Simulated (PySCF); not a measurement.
C3H9ClSi, SMILES CCC[SiH2]Cl (CAM-B3LYP/def2-SVP optimised geometry):

```
14

Si    -0.520     0.702     0.000
Cl     1.562     0.702     0.000
C     -1.233    -0.172    -1.497
C     -1.145    -1.703    -1.548
C      0.261    -2.250    -1.770
H     -0.964     0.047     1.259
H     -0.949     2.124     0.000
H     -2.293     0.140    -1.511
H     -0.784     0.272    -2.403
H     -1.802    -2.066    -2.355
H     -1.562    -2.124    -0.617
H      0.947    -1.967    -0.959
H      0.250    -3.348    -1.835
H      0.691    -1.865    -2.708
```

Computed with CAM-B3LYP/def2-TZVP (PySCF).

### Question
What are the frontier orbital energies and the dipole moment?

### Answer
HOMO-2 -10.89 eV, HOMO-1 -10.10 eV, HOMO -9.64 eV, LUMO 1.46 eV, LUMO+1 1.67 eV; dipole moment 2.00 D.

On the same geometry PBE/def2-TZVP in PySCF gives HOMO-2 -8.04 eV, HOMO-1 -7.35 eV, HOMO -6.98 eV, LUMO -0.47 eV, LUMO+1 0.00 eV; dipole moment 1.93 D.

Meta-Löwdin charges at CAM-B3LYP/def2-TZVP: Si1 0.72, Cl2 -0.32, C3 -0.44, C4 -0.17, C5 -0.33, H6 -0.11, H7 -0.11, H8 0.12, H9 0.12, H10 0.10, H11 0.10, H12 0.11, H13 0.11, H14 0.10.
